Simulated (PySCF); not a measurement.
H2O2Pb, SMILES [OH][Pb][OH] (connectivity only; charge and spin as stated), neutral, multiplicity 1. The structure is a stationary point at B3LYP-D3(BJ)/def2-TZVP. The def2 effective core potentials stand for the cores of Pb; spin–orbit coupling is left out. One conformer was computed; it need not be the lowest.

Computed with B3LYP-D3(BJ)/def2-TZVP (PySCF).

Harmonic wavenumbers (cm⁻¹): 157, 328, 445, 508, 540, 688, 767, 3782, 3816. Rotational constants (GHz): 7.687, 6.407, 3.494; symmetry number 1.

**Question.** Work out the zero-point energy and the ideal-gas rigid-rotor harmonic-oscillator thermochemistry at 298.15 K and 1 atm.

**Answer.** ZPE = ½ Σ hcν = ½ × 11031 cm⁻¹ = 15.77 kcal/mol. H − E(el) = 19.34 kcal/mol. Entropy in cal/(mol K): translation 42.34, rotation 25.04, vibration 6.43, total 73.81. G − E(el) = -2.67 kcal/mol. Cp = 16.79 cal/(mol K).
